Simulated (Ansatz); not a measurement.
Stepwise reaction of `[SiH3]S[SiH2]S[SiH3]` with hydrogen chloride, as a gas-phase model of exchange steps in deposition or etching. ΔE in kJ/mol.

Calculated with Ansatz (gas phase, PBE0-D4/def2-TZVP geometries, no zero-point term in ΔE). CCSD(T)/CBS adds triple-zeta CCSD(T) − MP2 to the extrapolated MP2 energy (def2 sets, frozen cores). This one scheme is used for every species. Functionals use def2-TZVPP. B3LYP here is the variant with VWN-RPA as its local correlation; programs differ in this. One conformer a species, not always the lowest.

```tsv
step	reaction	PBE-D4	B3LYP-D4	ωB97M-V	CCSD(T)/CBS
1	`[SiH3]S[SiH2]S[SiH3]` + HCl → `[SiH3]S[SiH2]Cl` + `[SiH3]S`	-17.6	-22.7	-25.2	-22.3
2	`[SiH3]S[SiH2]Cl` + HCl → `Cl[SiH2]Cl` + `[SiH3]S`	-22.7	-27.8	-29.5	-26.6
```

**Question.** By hand: ΔE of the 2 steps together at CCSD(T)/CBS.

**Answer.** (-22.3) + (-26.6) = -48.9 kJ/mol, or -24.5 kJ/mol a step.

In ΔE the steps differ by no more than 4.3 kJ/mol. All are downhill at CCSD(T)/CBS. PBE-D4 differs from CCSD(T)/CBS by 3.9 to 4.7 kJ/mol a step. Isolated molecules leave out the surface, adducts and barriers. Largest T1 diagnostic: 0.012.
